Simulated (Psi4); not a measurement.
CH10O2Si3 (SMILES C[Si](O)(O)[SiH2][SiH3]), singlet, at a GFN2-xTB geometry; HF/6-31G* (Psi4).

Here is a job for Psi4.
```
memory 2 GB

molecule mol {
0 1
  Si    1.782018    2.096755   -0.262901
  Si    0.352853    0.538902   -1.200748
  Si   -0.695234   -0.860864    0.292250
  C    -2.268212   -0.238577    1.154023
  O    -1.201130   -2.301943   -0.302914
  O     0.529565   -1.077748    1.364582
  H     1.145260    2.854251    0.821779
  H     2.994091    1.505114    0.310406
  H     2.248120    3.102769   -1.224313
  H    -0.656630    1.220750   -2.035438
  H     1.087057   -0.259609   -2.208448
  H    -2.695887   -0.996409    1.805163
  H    -3.029031    0.033452    0.430644
  H    -2.057257    0.639757    1.757120
  H    -0.629828   -2.862011   -0.820129
  H     0.420983   -1.616176    2.145313
}

set basis 6-31g*
set reference rhf

energy('scf')
print_variables()
```

Q: Write the output that Psi4 gives for this input, abridged.

A: 
```
   => Loading Basis Set <=

    Name: 6-31G*
    Role: ORBITAL
    Keyword: BASIS

         ---------------------------------------------------------
                                   SCF
               by Justin Turney, Rob Parrish, Andy Simmonett
                          and Daniel G. A. Smith
                              RHF Reference
         ---------------------------------------------------------

  ==> Geometry <==

    Molecular point group: c1
    Full point group: C1

    Geometry (in Angstrom), charge = 0, multiplicity = 1:

       Center              X                  Y                   Z               Mass
    ------------   -----------------  -----------------  -----------------  -----------------
         SI           1.773799468061     2.122967609596    -0.255996618206    27.976926534650
         SI           0.344634468061     0.565114609596    -1.193843618206    27.976926534650
         SI          -0.703452531939    -0.834651390404     0.299154381794    27.976926534650
         C           -2.276430531939    -0.212364390404     1.160927381794    12.000000000000
         O           -1.209348531939    -2.275730390404    -0.296009618206    15.994914619570
         O            0.521346468061    -1.051535390404     1.371486381794    15.994914619570
         H            1.137041468061     2.880463609596     0.828683381794     1.007825032230
         H            2.985872468061     1.531326609596     0.317310381794     1.007825032230
         H            2.239901468061     3.128981609596    -1.217408618206     1.007825032230
         H           -0.664848531939     1.246962609596    -2.028533618206     1.007825032230
         H            1.078838468061    -0.233396390404    -2.201543618206     1.007825032230
         H           -2.704105531939    -0.970196390404     1.812067381794     1.007825032230
         H           -3.037249531939     0.059664609596     0.437548381794     1.007825032230
         H           -2.065475531939     0.665969609596     1.764024381794     1.007825032230
         H           -0.638046531939    -2.835798390404    -0.813224618206     1.007825032230
         H            0.412764468061    -1.589963390404     2.152217381794     1.007825032230

  Running in c1 symmetry.

  Rotational constants: A =      0.09846  B =      0.03108  C =      0.02991 [cm^-1]
  Rotational constants: A =   2951.64105  B =    931.67540  C =    896.66489 [MHz]
  Nuclear repulsion =  455.728574097407204

  Charge       = 0
  Multiplicity = 1
  Electrons    = 74
  Nalpha       = 37
  Nbeta        = 37

  ==> Algorithm <==

  SCF Algorithm Type is DF.
  DIIS enabled.
  MOM disabled.
  Fractional occupation disabled.
  Guess Type is SAD.
  Energy threshold   = 1.00e-06
  Density threshold  = 1.00e-06
  Integral threshold = 1.00e-12

  ==> Primary Basis <==

  Basis Set: 6-31G*
    Blend: 6-31G*
    Number of shells: 62
    Number of basis functions: 122
    Number of Cartesian functions: 122
    Spherical Harmonics?: false
    Max angular momentum: 2

   => Loading Basis Set <=

    Name: (6-31G* AUX)
    Role: JKFIT
    Keyword: DF_BASIS_SCF

  ==> Integral Setup <==

  SCF_SUBTYPE=INCORE selected. In-core MEM_DF algorithm will be used.
  Using in-core AOs.

  ==> MemDFJK: Density-Fitted J/K Matrices <==

    J tasked:                   Yes
    K tasked:                   Yes
    wK tasked:                   No
    Algorithm:                 Core
    Schwarz Cutoff:           1E-12
    Mask sparsity (%):       4.9718
    Fitting Condition:        1E-10

   => Auxiliary Basis Set <=

  Basis Set: (6-31G* AUX)
    Blend: CC-PVDZ-JKFIT
    Number of shells: 270
    Number of basis functions: 883
    Number of Cartesian functions: 883
    Spherical Harmonics?: false
    Max angular momentum: 3

  Minimum eigenvalue in the overlap matrix is 3.8959204530E-03.
  Reciprocal condition number of the overlap matrix is 5.9188263052E-04.
    Using symmetric orthogonalization.

  ==> Pre-Iterations <==

  SCF Guess: Superposition of Atomic Densities via on-the-fly atomic UHF (no occupation information).

   -------------------------
    Irrep   Nso     Nmo
   -------------------------
     A        122     122
   -------------------------
    Total     122     122
   -------------------------

  ==> Iterations <==

                           Total Energy        Delta E     RMS |[F,P]|

   @DF-RHF iter SAD: -1058.94699883377484   -1.05895e+03   0.00000e+00
   @DF-RHF iter   1: -1060.04523971662184   -1.09824e+00   5.13046e-03 DIIS/ADIIS
   @DF-RHF iter   2: -1060.20281434565914   -1.57575e-01   2.87633e-03 DIIS/ADIIS
   @DF-RHF iter   3: -1060.24866542938457   -4.58511e-02   4.30456e-04 DIIS/ADIIS
   @DF-RHF iter   4: -1060.25145936469698   -2.79394e-03   1.29026e-04 DIIS/ADIIS
   @DF-RHF iter   5: -1060.25169460250618   -2.35238e-04   2.90506e-05 DIIS
   @DF-RHF iter   6: -1060.25171044756507   -1.58451e-05   6.47875e-06 DIIS
   @DF-RHF iter   7: -1060.25171134680613   -8.99241e-07   1.68023e-06 DIIS
   @DF-RHF iter   8: -1060.25171141113833   -6.43322e-08   5.63859e-07 DIIS
  Energy and wave function converged.

  ==> Post-Iterations <==

    Orbital Energies [Eh]
    ---------------------

    Doubly Occupied:

[...]
      37A     -0.382351

    Virtual:

[...]
     122A      4.626693

    Final Occupation by Irrep:
              A
    DOCC [    37 ]
    NA   [    37 ]
    NB   [    37 ]

  @DF-RHF Final Energy: -1060.25171141113833

   => Energetics <=

    Nuclear Repulsion Energy =            455.7285740974072041
    One-Electron Energy =               -2376.7842835400883814
    Two-Electron Energy =                 860.8039980315428465
    Total Energy =                      -1060.2517114111383307

Computation Completed

Properties will be evaluated at   0.000000,   0.000000,   0.000000 [a0]

Properties computed using the SCF density matrix

 Multipole Moments:

 ------------------------------------------------------------------------------------
     Multipole            Electronic (a.u.)      Nuclear  (a.u.)        Total (a.u.)
 ------------------------------------------------------------------------------------

 L = 1.  Multiply by 2.5417464519 to convert [e a0] to [Debye]
 Dipole X            :          1.0780629           -1.1492698           -0.0712068
 Dipole Y            :         -4.2257302            3.6655643           -0.5601658
 Dipole Z            :         -0.7082357            0.9654937            0.2572580
 Magnitude           :                                                    0.6205142

 ------------------------------------------------------------------------------------

  Variable Map:
  ----------------------------------------------------------------------------
[...]
  Array Variable Map:
  ----------------------------------------------------------------------------
[...]
[...]
```
